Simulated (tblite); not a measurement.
Compound: C3H10SSi3.
Numbering: `[CH2:1]=[C:2]1[CH2:3][SiH2:4][S:5][SiH2:6][SiH2:7]1` (hydrogens: H8, H9 on C1; H10, H11 on C3; H12, H13 on Si4; H14, H15 on Si6; H16, H17 on Si7)

A start from a force field or distance geometry was refined with tblite, GFN2-xTB geometry optimisation, gas phase. Values at the start:

```
    coordinate    start
         C1=C2  1.356 Å
         C1–H8  1.079 Å
         C1–H9  1.084 Å
         C2–C3  1.526 Å
        C2–Si7  1.890 Å
        C3–Si4  1.905 Å
        C3–H10  1.100 Å
        Si4–S5  2.149 Å
       Si4–H12  1.475 Å
       Si4–H13  1.498 Å
        S5–Si6  2.156 Å
       Si6–Si7  2.339 Å
       Si6–H14  1.484 Å
       Si7–H16  1.501 Å
      C1–C2–C3   121.3°
     C1–C2–Si7   121.4°
     C2–C3–Si4   116.7°
    C2–Si7–Si6   105.5°
     C3–C2–Si7   117.2°
     C3–Si4–S5   110.0°
    Si4–S5–Si6    96.4°
    S5–Si6–Si7   110.8°
  C1–C2–C3–Si4    -116°
 C1–C2–Si7–Si6     132°
 C3–Si4–S5–Si6      62°
Si4–S5–Si6–Si7     -53°
```

Q: How do these coordinates change at the GFN2-xTB level?

A: 
```tsv
coordinate	GFN2-xTB (Å or °)	change
Si4–H13	1.455	-0.043
Si7–H16	1.472	-0.029
C2–C3	1.498	-0.028
C1=C2	1.328	-0.028
Si6–H14	1.459	-0.025
Si6–Si7	2.318	-0.021
S5–Si6	2.173	+0.017
Si4–H12	1.461	-0.014
C3–H10	1.092	-0.008
C1–H9	1.077	-0.007
Si4–S5	2.143	-0.006
C3–Si4	1.911	+0.006
C2–Si7	1.894	+0.004
C1–H8	1.081	+0.002
Si4–S5–Si6	104.7	+8.3
C2–C3–Si4	112.4	-4.3
C2–Si7–Si6	107.5	+2.0
S5–Si6–Si7	109.4	-1.4
C1–C2–Si7	122.5	+1.1
C3–Si4–S5	110.9	+0.9
C3–C2–Si7	116.4	-0.8
C1–C2–C3	121.1	-0.2
C1–C2–C3–Si4	-98	+18
C1–C2–Si7–Si6	117	-15
Si4–S5–Si6–Si7	-39	+14
C3–Si4–S5–Si6	51	-11
```

The energy falls by 0.194 eV over 65 L-BFGS steps, the largest force on an atom goes from 1.43 to 0.008 eV/Å, and the atoms move by 0.241 Å rms after alignment. The bond that changes most is Si4–H13 (SiH2 silicon to Si–H hydrogen), which shortens by 0.043 Å. Bonds longer at the end by more than 0.005 Å: 2 of 17; shorter: 12. Among the dihedrals that turn most is C1–C2–C3–H10, from 120° to 140°. Rotational constants go from 1630, 1091, 721.7 to 1529, 1165, 735.7 MHz.

Its GFN2-xTB frequencies are all real (lowest 53 cm⁻¹). One conformer, not necessarily the lowest. 3 starts were optimised and ended at 0.00, 0.53 and 0.53 kcal/mol (GFN2-xTB); the lowest of these is shown.

The numbers are calculated, not measured.
